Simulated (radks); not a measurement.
Results of a calculation; reference values are marked as such.
All-electron atom: Sc8+ in [Ne] 3s2 3p1. Code: a radial shooting solver on a logarithmic mesh with Libxc functionals. Model: Dirac Kohn-Sham, PBE, spin-unpolarised, spherical densities, point nucleus; open shells are shared between the two j in proportion to 2j + 1; speed of light set to 274.072 atomic units (2 times the physical value, a model run).

Unscreened Slater integrals over Kohn-Sham orbitals (eV). Large and small components are both included.

\begin{tabular}{lr}
integral & value \\ \hline
F0(3p3/2,3p3/2) & 25.322 \\
F2(3p3/2,3p3/2) & 12.927 \\
F0(3p3/2,3p1/2) & 25.337 \\
G2(3p3/2,3p1/2) & 12.932 \\
F0(3p3/2,3s1/2) & 25.510 \\
G1(3p3/2,3s1/2) & 17.031 \\
F0(3p3/2,2p3/2) & 33.863 \\
F2(3p3/2,2p3/2) & 7.4681 \\
G0(3p3/2,2p3/2) & 3.0503 \\
G2(3p3/2,2p3/2) & 3.2003 \\
F0(3p1/2,3p1/2) & 25.351 \\
F0(3p1/2,3s1/2) & 25.525 \\
G1(3p1/2,3s1/2) & 17.037 \\
F0(3p1/2,2p3/2) & 33.897 \\
G2(3p1/2,2p3/2) & 3.1986 \\
F0(3s1/2,3s1/2) & 25.731 \\
F0(3s1/2,2p3/2) & 33.852 \\
G1(3s1/2,2p3/2) & 3.1236 \\
F0(2p3/2,2p3/2) & 81.434 \\
F2(2p3/2,2p3/2) & 38.228 \\
\end{tabular}
